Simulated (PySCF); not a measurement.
## Fractional electron number in Kr (krypton, neutral)

The 4p beta orbital of [Kr] is emptied in steps (occupation f), with all orbitals relaxed, ending at [Ar] 3d10 4s2 4p5. Computed with PySCF 2.14 in def2-TZVPPD (7s6p5d1f, 57 functions), with the non-relativistic Hamiltonian (point nucleus). The exact energy is a straight line in f; departures are measured from the line between the end points of the same method.

```csv
f,UHF (eV),LDA (eV),PBE (eV),PBE0 (eV),r2SCAN (eV),LC-wPBE (eV),BHandHLYP (eV),wB97X (eV),MN15 (eV),B3LYP (eV)
1,0.000,0.000,0.000,0.000,0.000,0.000,0.000,0.000,0.000,0.000
0.9,0.105,-0.444,-0.430,-0.300,-0.403,-0.043,-0.174,-0.074,-0.222,-0.332
0.7,0.239,-1.042,-1.006,-0.700,-0.934,-0.099,-0.410,-0.178,-0.517,-0.779
0.5,0.276,-1.247,-1.200,-0.834,-1.101,-0.118,-0.493,-0.219,-0.612,-0.931
0.3,0.226,-1.051,-1.008,-0.699,-0.915,-0.097,-0.418,-0.193,-0.510,-0.785
0.1,0.094,-0.452,-0.432,-0.299,-0.389,-0.041,-0.181,-0.089,-0.216,-0.337
0,0.000,0.000,0.000,0.000,0.000,0.000,0.000,0.000,0.000,0.000
```

**Question.** For r2SCAN, how does the orbital energy at f = 1 compare with the removal energy?

**Answer.** −ε = 9.693 eV against a total-energy difference of 14.180 eV. By Janak's theorem ε = ∂E/∂f, so the gap between them reflects the curvature. Along the path −ε is 10.607 (f = 0.9), 12.439 (f = 0.7), 14.241 (f = 0.5), 15.968 (f = 0.3), 17.652 (f = 0.1) eV.

```
   method  E(f=0) − E(f=1) (eV)  −ε at f=1 (eV)  −ε at f=0.5 (eV)
      UHF                13.087          14.274            13.049
      LDA                14.357           9.436            14.331
      PBE                14.061           9.290            14.055
     PBE0                14.108          10.783            14.110
   r2SCAN                14.180           9.693            14.241
  LC-wPBE                14.140          13.670            14.146
BHandHLYP                14.043          12.114            14.021
    wB97X                14.063          13.252            14.018
     MN15                14.000          11.527            14.021
    B3LYP                14.171          10.486            14.154
```

Reference removal energy between the ground levels: 14.000 eV (measured; NIST Atomic Spectra Database, ionization energies). The calculation has no spin-orbit coupling. UHF lacks correlation.
